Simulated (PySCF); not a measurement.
Molfile (atoms numbered from 1):
```
C5H11NO
     RDKit          3D

 18 17  0  0  0  0  0  0  0  0999 V2000
   -2.0641    0.4934   -0.6705 C   0  0  0  0  0  0  0  0  0  0  0  0
   -1.7266   -0.6672    0.2478 C   0  0  0  0  0  0  0  0  0  0  0  0
   -0.3723   -1.2929   -0.0545 C   0  0  0  0  0  0  0  0  0  0  0  0
    0.7306   -0.3858    0.1548 N   0  0  0  0  0  0  0  0  0  0  0  0
    1.4657    0.1379   -0.8598 C   0  0  0  0  0  0  0  0  0  0  0  0
    2.5418    1.1020   -0.4186 C   0  0  0  0  0  0  0  0  0  0  0  0
    1.2788   -0.1446   -2.0265 O   0  0  0  0  0  0  0  0  0  0  0  0
   -3.0390    0.9208   -0.4273 H   0  0  0  0  0  0  0  0  0  0  0  0
   -1.3205    1.2895   -0.5886 H   0  0  0  0  0  0  0  0  0  0  0  0
   -2.0827    0.1734   -1.7148 H   0  0  0  0  0  0  0  0  0  0  0  0
   -2.4876   -1.4498    0.1628 H   0  0  0  0  0  0  0  0  0  0  0  0
   -1.7473   -0.3366    1.2935 H   0  0  0  0  0  0  0  0  0  0  0  0
   -0.2253   -2.1898    0.5559 H   0  0  0  0  0  0  0  0  0  0  0  0
   -0.3193   -1.5918   -1.1030 H   0  0  0  0  0  0  0  0  0  0  0  0
    0.9250   -0.0744    1.0909 H   0  0  0  0  0  0  0  0  0  0  0  0
    3.0802    1.4510   -1.2960 H   0  0  0  0  0  0  0  0  0  0  0  0
    2.1049    1.9593    0.0997 H   0  0  0  0  0  0  0  0  0  0  0  0
    3.2421    0.6166    0.2655 H   0  0  0  0  0  0  0  0  0  0  0  0
  1  2  1  0
  2  3  1  0
  3  4  1  0
  4  5  1  0
  5  6  1  0
  5  7  2  0
  1  8  1  0
  1  9  1  0
  1 10  1  0
  2 11  1  0
  2 12  1  0
  3 13  1  0
  3 14  1  0
  4 15  1  0
  6 16  1  0
  6 17  1  0
  6 18  1  0
M  END
```

Geometry: PBE0-D3(BJ)/def2-TZVP; GIAO absolute shieldings from PySCF 2.14, gas phase, non-relativistic, averaged over equivalent atoms.

At wB97X-D/pcSseg-2 (406 basis functions, 3.4 min wall time (6.3 min CPU) on 2 threads of an Intel Xeon, shared host):
```tsv
atoms	σ (ppm)
C5	7.6
C3	144.4
C2	157.0
C6	161.5
C1	173.5
N4	131.8
O7	-83.4
H15	27.13
H13/H14	28.20
H16/H17/H18	29.76
H11/H12	30.34
H8/H9/H10	30.73
```

Task: What do these become at B97-2/pcSseg-2?

Result: 
| atoms | σ at B97-2/pcSseg-2 | change |
| --- | --- | --- |
| C5 | 12.3 | +4.7 |
| C3 | 143.2 | -1.2 |
| C2 | 155.5 | -1.5 |
| C6 | 161.6 | +0.1 |
| C1 | 172.2 | -1.3 |
| N4 | 131.2 | -0.6 |
| O7 | -75.2 | +8.2 |
| H15 | 27.09 | -0.04 |
| H13/H14 | 28.16 | -0.04 |
| H16/H17/H18 | 29.77 | +0.01 |
| H11/H12 | 30.30 | -0.04 |
| H8/H9/H10 | 30.73 | +0.00 |

The largest change is at O7 (amide-type carbonyl oxygen). Cost: 406 basis functions, 2.7 min wall time (4.9 min CPU) on 2 threads of an Intel Xeon, shared host. The order of the carbon signals is the same at both levels.

Hydrogen bonding in solution deshields acid and N–H amide carbonyl carbons by as much as 10 ppm beyond these values.
